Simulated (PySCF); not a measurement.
**C4H10PSi: g tensor and hyperfine couplings**

Compound: C4H10PSi (doublet state).
Atom-mapped SMILES: `[PH2:1][Si:2]1[CH2:3][CH2:4][CH2:5][CH2:6]1` (hydrogens: H7, H8 on P1; H9, H10 on C3; H11, H12 on C4; H13, H14 on C5; H15, H16 on C6)

Geometry (GFN2-xTB, Å), atoms numbered from 1 in this order:
```
atom  x, y, z in Å
P1     2.864    0.085   -0.464
Si2    0.981    0.363    0.749
C3    -0.085   -1.243    0.736
C4    -1.135   -0.955   -0.333
C5    -1.577    0.500   -0.193
C6    -0.334    1.384   -0.224
H7     3.582   -0.484    0.574
H8     3.356    1.350   -0.191
H9     0.493   -2.135    0.500
H10   -0.570   -1.414    1.696
H11   -1.988   -1.631   -0.245
H12   -0.694   -1.097   -1.323
H13   -2.277    0.771   -0.986
H14   -2.088    0.625    0.764
H15   -0.544    2.372    0.179
H16    0.009    1.518   -1.252
```

The hyperfine couplings belong to this conformer and change with its torsions.

Theory: PySCF, UKS B3LYP, pcH-1 on C H P Si, non-relativistic, mean-field spin-orbit, GIAO. Isolated species at its GFN2-xTB geometry (one conformer only). Couplings are sensitive to structure, and on GFN2-xTB geometries they can be far from those on DFT ones, by a factor of two or more for some ions and for spin on atoms past the first row. The SCF solution wasn't tested for stability.

```
g1, g2, g3   : 2.00133, 2.00358, 2.00660
g_iso        : 2.00384
Form of g    : rhombic: the two nearest values differ by 43 % of g3 − g1
⟨S²⟩         : 0.7521 (exact 0.7500)
Total energy : -789.29810 Eh
```

Isotropic coupling and dipolar principal values T1 to T3, in G (MHz turned into gauss with g_iso; 10 G = 1 mT):

```
atom  isotope   a_iso  of which spin–orbit     T1     T2    T3  Mulliken spin population
  P1      31P    -6.9                 -0.2  -21.9  -19.6  41.5                      0.12
 Si2     29Si  -166.2                  0.3  -55.0   26.9  28.1                      0.82
  C3      13C     9.3                  0.0   -1.8   -1.5   3.3                      0.01
  C4      13C     5.4                  0.0   -0.6   -0.4   1.0                      0.01
  C5      13C     1.7                  0.0   -0.3   -0.3   0.6                      0.00
  C6      13C    10.6                  0.0   -1.8   -1.4   3.3                      0.01
  H7       1H     6.4                  0.0   -1.5   -0.2   1.7                      0.00
  H8       1H     5.0                  0.0   -1.5   -0.2   1.6                      0.00
  H9       1H     2.8                  0.0   -1.2   -0.3   1.6                      0.00
 H10       1H     5.0                  0.0   -1.6   -1.0   2.6                      0.00
 H11       1H     4.0                  0.0   -0.5   -0.3   0.8                      0.01
 H12       1H    -0.2                  0.0   -0.7   -0.4   1.1                      0.00
 H13       1H     1.0                  0.0   -0.5   -0.3   0.7                      0.00
 H14       1H    -0.2                  0.0   -0.7   -0.5   1.2                      0.00
 H15       1H     3.0                  0.0   -1.5   -1.0   2.5                      0.00
 H16       1H     9.4                  0.0   -1.3   -0.1   1.4                      0.01
```

The largest Mulliken spin populations are on Si2 (+0.82) and P1 (+0.12). Si2 is the only atom above +0.15. The angles at Si2 add up to 315.6°, so it is pyramidal.

Axes: g2 points within 8° of the P1–Si2 bond.

Under fast tumbling the dipolar parts average out, and these isotropic splittings remain: 1 × 31P (P1, I = 1/2, 2 lines) with 0.69 mT, 2 × 1H (H7/H8, I = 1/2, 3 lines) with 0.57 mT, 4 × 1H (H9/H10/H15/H16, I = 1/2, 5 lines) with 0.51 mT and 4 × 1H (H11/H12/H13/H14, I = 1/2, 5 lines) with 0.12 mT.

Means are taken over nuclei equivalent by connectivity, which assumes that they swap fast. The 1H value of +14.2 MHz is a mean of couplings from 7.8 to 26.4 MHz in this one geometry, not an average over conformers. The 1H value of +3.2 MHz is a mean of couplings from -0.7 to 11.3 MHz in this one geometry, not an average over conformers.

The 13C coupling of C3/C6 (mean 28.0 MHz) shows only in satellite lines or after enrichment, since that isotope makes up about 1.07 % of natural carbon.

The 29Si coupling of Si2 (-466.2 MHz) shows only in satellite lines or after enrichment, since that isotope makes up about 4.7 % of natural silicon.
